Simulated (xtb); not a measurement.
Si(CCH)(H)(Me)2 (C4H8Si), SMILES C[SiH](C)C#C. All values are semi-empirical tight-binding results from xtb (GFN2-xTB unless named), good for trends rather than for accurate numbers. The structure is a stationary point at GFN2-xTB.

Computed properties:
| Item | Value |
|---|---|
| point group as xtb finds it | Cs |
| orbital gap | 5.25 eV |
| dipole moment | 0.47 D |
| zero-point energy | 62.8 kcal/mol |
| G − E(el) at 298.15 K (modified RRHO) | 42.6 kcal/mol |
| static polarisability (D4 model) | 73.5 bohr³ |
| solvation energy, GFN2-xTB/ALPB(water) | -0.7 kcal/mol |
| solvation energy, GFN2-xTB/ALPB(chcl3) | -5.1 kcal/mol |
